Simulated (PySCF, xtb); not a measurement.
Ge(F)2(Cl)(Me) (CH₃ClF₂Ge), SMILES [F][Ge]([F])([CH3])[Cl].

GFN2-xTB (xtb) at its own geometry gives an orbital gap of 6.36 eV and a dipole moment of 4.29 D.

Geometry optimised at PBE0-D3(BJ)/def2-SVP. The structure was generated by enumeration, and PubChem lists no compound with its InChIKey, so it may never have been made.

### Question
What does PBE/def2-TZVP in PySCF give? (Estimate from the structure and the level; the computed values follow.)

### Answer
gap 6.61 eV (levels -8.16 and -1.54 eV), dipole 3.20 D.
